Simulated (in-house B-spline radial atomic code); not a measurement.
A fraction x of an electron is removed from 4d in Sn4+, starting from [Kr] 4d10 and keeping the highest spin. Computed with an all-electron radial atomic-structure program (B-spline basis): scalar-relativistic (X2C) BLYP, spin-polarised, spherical fractional occupations, Fermi nucleus of rms radius 4.6519 fm.

```json
{"x": "0", "E(x) - E(0) (eV)": "0.0000", "4d down level (eV)": "-67.502"}
{"x": "0.12", "E(x) - E(0) (eV)": "8.2294", "4d down level (eV)": "-69.656"}
{"x": "0.16", "E(x) - E(0) (eV)": "11.0300", "4d down level (eV)": "-70.378"}
{"x": "0.3", "E(x) - E(0) (eV)": "21.0604", "4d down level (eV)": "-72.916"}
{"x": "0.47", "E(x) - E(0) (eV)": "33.7201", "4d down level (eV)": "-76.026"}
{"x": "0.5", "E(x) - E(0) (eV)": "36.0091", "4d down level (eV)": "-76.577"}
{"x": "0.56", "E(x) - E(0) (eV)": "40.6369", "4d down level (eV)": "-77.684"}
{"x": "0.65", "E(x) - E(0) (eV)": "47.7034", "4d down level (eV)": "-79.350"}
{"x": "0.76", "E(x) - E(0) (eV)": "56.5443", "4d down level (eV)": "-81.397"}
{"x": "0.88", "E(x) - E(0) (eV)": "66.4466", "4d down level (eV)": "-83.643"}
{"x": "1", "E(x) - E(0) (eV)": "76.6192", "4d down level (eV)": "-85.903"}
```

The exact functional would give a straight line between the two integer points. Deviations E(x) - E(0) - x[E(1) - E(0)], in eV: -0.965 at x = 0.12, -1.229 at x = 0.16, -1.925 at x = 0.3, -2.291 at x = 0.47, -2.301 at x = 0.5, -2.27 at x = 0.56, -2.099 at x = 0.65, -1.686 at x = 0.76, -0.978 at x = 0.88.

The curve lies below the straight line by up to 2.301 eV (at x = 0.5): convex, the delocalisation error that favours fractional charges.

Q: How well does Slater's transition state (minus the level at half occupation) give the ionisation energy?

A: It gives 76.577 eV against 76.619 eV from the two total energies; NIST lists 77.03 eV, ground level to ground level.
